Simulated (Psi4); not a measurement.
Approach curve of the dimer CF4 ··· BCl3 (SMILES FC(F)(F)F and ClB(Cl)Cl), singlet. Monomers: optimised at B3LYP-D3(BJ) (def2-TZVP), held rigid. Orientation: a random orientation, not optimised. The monomers approach along the line of their centres of mass (distance R); nothing else relaxes.

Geometry at R = 5.60 Å (first 5 atoms: monomer A):
```
9

F     -0.6669    -0.6508    -0.9433
C      0.0000     0.0000     0.0000
F     -0.5182     1.2110     0.1516
F     -0.0890    -0.6650     1.1439
F      1.2741     0.1047    -0.3523
Cl     3.3808     1.6997    -5.5106
B      3.7763     0.8283    -4.0512
Cl     5.3305     1.0580    -3.2912
Cl     2.6181    -0.2745    -3.3523
```

PBE/def2-TZVP, counterpoise-corrected (Psi4); PBE-D3(BJ)/def2-TZVP, counterpoise-corrected (Psi4); SAPT0/jun-cc-pVDZ, frozen core (Psi4).

Interaction energies in kcal/mol; the last columns give the difference from SAPT0:

```
R / Å  PBE/def2-TZVP  PBE-D3(BJ)/def2-TZVP  SAPT0/jun-cc-pVDZ  PBE/def2-TZVP − SAPT0/jun-cc-pVDZ  PBE-D3(BJ)/def2-TZVP − SAPT0/jun-cc-pVDZ
-----  -------------  --------------------  -----------------  ---------------------------------  ----------------------------------------
4.98            2.61                  1.78               2.61                               0.00                                     -0.83
5.23            0.88                  0.21               0.85                               0.03                                     -0.64
5.43            0.27                 -0.29               0.25                               0.02                                     -0.53
5.60            0.03                 -0.45               0.00                               0.02                                     -0.45
5.80           -0.09                 -0.48              -0.12                               0.03                                     -0.36
6.04           -0.12                 -0.43              -0.16                               0.04                                     -0.27
6.27           -0.11                 -0.35              -0.15                               0.04                                     -0.20
6.56           -0.07                 -0.25              -0.12                               0.05                                     -0.13
7.09           -0.02                 -0.13              -0.07                               0.05                                     -0.05
7.79            0.00                 -0.06              -0.04                               0.03                                     -0.02
8.77            0.00                 -0.02              -0.02                               0.02                                     -0.01
10.13           0.00                 -0.01              -0.01                               0.01                                      0.00
```

PBE/def2-TZVP is furthest from SAPT0/jun-cc-pVDZ at 7.09 (0.05 kcal/mol, above); its mean absolute difference over the points is 0.03 kcal/mol.

PBE-D3(BJ)/def2-TZVP is furthest from SAPT0/jun-cc-pVDZ at 4.98 (-0.83 kcal/mol, below); its mean absolute difference over the points is 0.29 kcal/mol.
